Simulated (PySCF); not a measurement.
## Atomic charges against the basis set

Compound: H6OSSi2.
Geometry (PBE0-D3(BJ)/def2-SVP, Å), atoms numbered from 1 in this order:
```
atom  x, y, z in Å
O1     2.6952   -0.7770   -0.0904
Si2    1.0456   -0.9209   -0.1141
S3     0.2271    0.9367    0.6113
Si4   -1.8706    0.4925    0.4584
H5     3.0679    0.0486    0.2308
H6     0.5682   -1.1786   -1.5027
H7     0.6085   -2.0447    0.7627
H8    -2.2504    0.1837   -0.9524
H9    -2.5801    1.7153    0.9253
H10   -2.2358   -0.6732    1.3173
```

PBE0 throughout (PySCF), one geometry, spherical d and f functions. One conformer (not necessarily the lowest) at the PBE0-D3(BJ)/def2-SVP geometry, without solvent, vibrations or thermal averaging. Atoms taken as equivalent share a column and are averaged.

Mulliken charges (e):

```csv
basis,functions,O1,Si2,S3,Si4,H5,H6/H7,H8/H9/H10
STO-3G,38,-0.441,+0.613,-0.218,+0.428,+0.201,-0.126,-0.111
6-31G,60,-0.799,+0.844,-0.487,+0.442,+0.420,-0.104,-0.071
pcSseg-0,60,-0.835,+0.903,-0.658,+0.340,+0.408,-0.064,-0.010
6-31G*,80,-0.731,+0.674,-0.439,+0.310,+0.451,-0.073,-0.039
cc-pVDZ,98,-0.351,+0.472,-0.340,+0.215,+0.179,-0.055,-0.021
def2-SVP,98,-0.409,+0.614,-0.457,+0.344,+0.204,-0.081,-0.045
aug-cc-pVDZ,158,-0.695,+0.133,-0.581,-0.509,+0.170,+0.360,+0.254
"6-311+G(2d,p)",168,-0.681,+0.664,-0.286,+0.232,+0.294,-0.054,-0.038
def2-TZVP,178,-0.530,+0.424,-0.335,+0.167,+0.332,-0.024,-0.003
cc-pVTZ,216,-0.353,+0.394,-0.307,+0.170,+0.210,-0.042,-0.010
IGLO-III,227,-0.614,+1.046,-0.705,+0.782,+0.263,-0.168,-0.145
```

IAO charges (e):

| basis | functions | O1 | Si2 | S3 | Si4 | H5 | H6/H7 | H8/H9/H10 |
| --- | --- | --- | --- | --- | --- | --- | --- | --- |
| STO-3G | 38 | -0.578 | +0.764 | -0.327 | +0.515 | +0.244 | -0.130 | -0.119 |
| 6-31G | 60 | -0.733 | +0.775 | -0.405 | +0.371 | +0.366 | -0.099 | -0.059 |
| pcSseg-0 | 60 | -0.711 | +0.779 | -0.419 | +0.348 | +0.354 | -0.099 | -0.051 |
| 6-31G* | 80 | -0.767 | +0.922 | -0.449 | +0.510 | +0.368 | -0.141 | -0.100 |
| cc-pVDZ | 98 | -0.766 | +0.915 | -0.447 | +0.509 | +0.370 | -0.140 | -0.100 |
| def2-SVP | 98 | -0.761 | +0.927 | -0.448 | +0.525 | +0.366 | -0.146 | -0.105 |
| aug-cc-pVDZ | 158 | -0.791 | +0.923 | -0.451 | +0.512 | +0.381 | -0.138 | -0.099 |
| 6-311+G(2d,p) | 168 | -0.800 | +0.954 | -0.459 | +0.541 | +0.381 | -0.147 | -0.107 |
| def2-TZVP | 178 | -0.800 | +0.967 | -0.463 | +0.550 | +0.379 | -0.151 | -0.110 |
| cc-pVTZ | 216 | -0.795 | +0.953 | -0.460 | +0.536 | +0.379 | -0.147 | -0.106 |
| IGLO-III | 227 | -0.803 | +0.959 | -0.458 | +0.545 | +0.382 | -0.149 | -0.109 |

Some averages cover members that differ in this geometry, most widely: H8/H9/H10, Mulliken in aug-cc-pVDZ +0.187 to +0.288; H8/H9/H10, IAO in 6-31G -0.069 to -0.041; H8/H9/H10, IAO in pcSseg-0 -0.060 to -0.033 e.

Q: Which scheme is steadiest as the basis changes?

A: Largest range over the bases for any column: IAO 0.22 e, Mulliken 1.29 e. IAO charges move least and Mulliken charges most, counted in e. Without the minimal STO-3G basis the ranges are IAO 0.20, Mulliken 1.29 e.

Q: How much do the charges still move between the two largest bases, cc-pVTZ and IGLO-III?

A: At most, over all atoms: Mulliken 0.652 e, IAO 0.008 e.

Q: What do the same runs give for the total energy, the frontier levels and the dipole moment?

A: 
```csv
basis,energy (Eh),HOMO (eV),LUMO (eV),μ (D)
STO-3G,-1043.4247,-3.47,5.76,0.66
6-31G,-1055.4166,-7.52,-0.30,1.82
pcSseg-0,-1054.2368,-7.73,-0.27,1.58
6-31G*,-1055.5534,-7.45,-0.02,0.82
cc-pVDZ,-1055.6167,-7.42,0.00,0.61
def2-SVP,-1055.2518,-7.47,0.01,0.68
aug-cc-pVDZ,-1055.6347,-7.51,-0.63,0.74
"6-311+G(2d,p)",-1055.6850,-7.54,-0.61,0.81
def2-TZVP,-1055.6973,-7.55,-0.38,0.70
cc-pVTZ,-1055.7013,-7.53,-0.27,0.61
IGLO-III,-1055.6938,-7.48,-0.38,0.71
```

The dipole is fixed by the density alone, so its range of 1.21 D shows that the density itself changes with the basis, not only its division among atoms.
